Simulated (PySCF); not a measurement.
# Mayer bond orders and bond lengths

Species: C4H11FOSi3.
SMILES with atom numbers: `[CH3:1][Si@@H:2]1[CH2:3][Si@@H:4]([C:5](=[O:6])[SiH3:7])[C@@H:8]1[F:9]` (hydrogens: H10, H11, H12 on C1; H13 on Si2; H14, H15 on C3; H16 on Si4; H17, H18, H19 on Si7; H20 on C8)

Cartesian coordinates in Å at the GFN2-xTB level; atoms count from 1:
```xyz
20
C4H11FOSi3 angstrom
C     -3.4468    0.6013   -0.4432
Si    -1.8571   -0.3362   -0.8620
C     -0.9064   -0.9959    0.6780
Si     0.5518    0.2239    0.4419
C      2.1646   -0.6914   -0.0919
O      2.0213   -1.6233   -0.8650
Si     3.9324   -0.1882    0.4888
C     -0.3536    0.8666   -1.1457
F     -0.6750    2.2246   -1.1161
H     -4.1997   -0.0632   -0.0318
H     -3.2538    1.3845    0.2840
H     -3.8658    1.0723   -1.3265
H     -2.0358   -1.3043   -1.9483
H     -1.4348   -0.8926    1.6221
H     -0.6125   -2.0391    0.5981
H      0.8199    1.2256    1.4728
H      3.9366   -0.3417    1.9441
H      4.1023    1.2168    0.1219
H      4.9147   -1.0525   -0.1532
H      0.1925    0.7237   -2.0808
```

Bond orders from the PBE0/pcSseg-1 density (PySCF). Geometry: GFN2-xTB, one conformer, isolated molecule.

Task: How far do the computed orders between heavy atoms stray from the drawn ones?

Result: The largest departure is 0.235, at Si4–C5 (drawn single, 0.765). Drawn single, order below 0.88: Si4–C5 (0.765), C5–Si7 (0.824), C8–F9 (0.806) and C8–Si2 (0.841).

Task: Set the Mayer orders of the bonds beside their lengths.

Result: 
```
   bond  drawn as  length (Å)  Mayer order
 C1–Si2    single       1.893        0.994
 Si2–C3    single       1.926        0.904
 C3–Si4    single       1.916        0.943
 Si4–C5    single       1.930        0.765
  C5–O6    double       1.219        1.835
 C5–Si7    single       1.928        0.824
 Si4–C8    single       1.937        0.884
  C8–F9    single       1.396        0.806
 C8–Si2    single       1.946        0.841
 C1–H10    single       1.085        0.955
 C1–H11    single       1.086        0.944
 C1–H12    single       1.085        0.955
Si2–H13    single       1.466        0.935
 C3–H14    single       1.087        0.937
 C3–H15    single       1.087        0.930
Si4–H16    single       1.462        0.922
Si7–H17    single       1.463        0.937
Si7–H18    single       1.462        0.937
Si7–H19    single       1.457        0.955
 C8–H20    single       1.092        0.934
```

By pair of heavy elements: C–Si: lowest Si4–C5 (0.765, 1.930 Å), highest C1–Si2 (0.994, 1.893 Å); in 3 of the 21 pairs the longer bond (by over 0.003 Å) has the higher order (by 0.02 or more).

Task: Sum the orders of all bonds at each heavy atom with more than one neighbour and set the sums beside the valence in the SMILES.

Result: C1 3.848 (drawn 4), Si2 3.674 (drawn 4), C3 3.714 (drawn 4), Si4 3.514 (drawn 4), C5 3.424 (drawn 4), Si7 3.653 (drawn 4), C8 3.465 (drawn 4). Orders between atoms that aren't bonded are not in these sums.

Mayer orders depend on the basis set.
